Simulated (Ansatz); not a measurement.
C2H8Cl2Si2, singlet, geometry from GFN2-xTB; Ansatz (a first-principles code) with CASSCF(4,4)/STO-3G.

Here is a job for Ansatz.
Ansatz 0.2 input:
```yaml
crystal:
  periodic: [false, false, false]
  atoms:
    - {symbol: Si, position_ang: [-3.46529643, -0.67913246, 0.22490484]}
    - {symbol: C, position_ang: [-1.58510765, -0.93185108, 0.38558695]}
    - {symbol: C, position_ang: [-0.80557538, 0.38011829, 0.25316509]}
    - {symbol: Si, position_ang: [1.07892926, 0.14476032, 0.37673387]}
    - {symbol: Cl, position_ang: [1.69302925, -1.09856201, -1.09143566]}
    - {symbol: Cl, position_ang: [2.00490332, 1.93096764, 0.16437702]}
    - {symbol: H, position_ang: [-3.75841370, -0.10483207, -1.08982640]}
    - {symbol: H, position_ang: [-3.90844752, 0.24549827, 1.27132978]}
    - {symbol: H, position_ang: [-4.13844389, -1.96908527, 0.37531679]}
    - {symbol: H, position_ang: [-1.24033674, -1.63229329, -0.37672346]}
    - {symbol: H, position_ang: [-1.35317447, -1.39168627, 1.34769263]}
    - {symbol: H, position_ang: [-1.05732347, 0.84736486, -0.70295961]}
    - {symbol: H, position_ang: [-1.14161834, 1.07441690, 1.02580220]}
    - {symbol: H, position_ang: [1.48614324, -0.42867233, 1.65391071]}
basis:
  gaussian:
    orbitals: STO-3G
hamiltonian:
  xc: hf
magnetization: {spin_polarized: false}
correlation: {active_space: {window: {electrons: 4, orbitals: 4}}}
```

It wrote (shortened):

```
Functional definition: HF
647 factors; integrals over basis functions are off by at most 3.1e-5 eV
mean field evaluation 1: about -42446.9133 eV, gradient 2.1e1 eV
mean field evaluation 2: about -42447.0760 eV, gradient 2.1e1 eV
mean field evaluation 4: about -42449.2984 eV, gradient 1.0e0 eV
mean field evaluation 8: about -42449.3041 eV, gradient 6.6e-6 eV
mean field -42449.30407063 eV, -1559.9831514240 hartree, gradient 1.1e-6 eV, S^2 0.000000; 0 other end points of the search recorded, 0 dependent functions left out
reference -42449.30407063 eV, -1559.9831514240 hartree; 41, 41 occupied and 13, 13 virtual orbitals, 647 factors
state -42450.16335190 eV, -1560.0147294283 hartree
2 active orbitals were swapped for others, from the solution at -42450.03618457 eV, -1560.0100561150 hartree to that at -42450.16335190 eV, -1560.0147294283 hartree; typed "places" are swapped only where nearly empty or full, and so, without "given_window_search", are "orbital_numbers", "shells" and a window whose orbitals a file names under [Active]
Total energy: -42450.16335190 eV, -1560.0147294283 hartree
```
